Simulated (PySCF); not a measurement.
Labels have come off several samples. The candidates:

A. `C(=C=C)=C(C=C)C(=O)O`
B. trifluoroacetamide
C. SMILES CCO/C(C)=C\[SiH2]F

Spectrum 1. 13C{1H} NMR (computed): δ 159.3 (C, q, J = 38.6 Hz), 125.9 (C, q, J = 366.7 Hz).

Spectrum 2. 13C{1H} NMR (computed): δ 196.3 (C), 177.9 (C), 168.5 (C), 139.8 (CH), 132.1 (CH2), 115.7 (C), 111.3 (CH2).

Spectrum 3. 13C{1H} NMR (computed): δ 174.4 (C), 98.5 (CH), 65.2 (CH2), 20.7 (CH3), 17.5 (CH3).

Calculated, not measured (PySCF 2.14.0 with density-fitted response routines): GFN2-xTB structure, spin–spin couplings from B3LYP/pcJ-1, σ from GIAO-PBE0/pcSseg-1. Relativity neglected, averaged over atoms made equivalent by symmetry, fast rotation or ring inversion, one conformer, isolated molecule.

Chemical shifts δ = σref − σ; TMS for 13C, all at this level. Splittings of carbon signals by F and P are missing where no couplings were computed. One-bond C–F couplings are unscaled and too large by tens of Hz. Acid and N–H amide carbonyl carbons lie up to 10 ppm further downfield in solution (hydrogen bonding). Shifts are as computed. Against solution values, carbons near 30 ppm lie about +3 ppm off and those near 130 ppm about +5 ppm. Of 1211 compounds with measured shifts, 218 miss one by over three times the rms of a fit or turn the order of signals round; such compounds aren't used in these exercises. Groups on amide-type nitrogens are kept apart (slow C–N rotation).

Q: Which spectrum belongs to which compound?

A: 1–B, 2–A, 3–C.

- Spectrum 1 (B): 2 13C signals; δC 159.3 is an amide carbonyl carbon; δC 125.9 is a CF3 carbon.
- Spectrum 2 (A): 7 13C signals; δC 196.3 is a central carbon of an allene; δC 168.5 is a carboxylic acid carbon.
- Spectrum 3 (C): 5 13C signals; δC 174.4 is an alkene carbon bearing oxygen; δC 98.5 is a β carbon of an enol-ether or enamine type C=C.
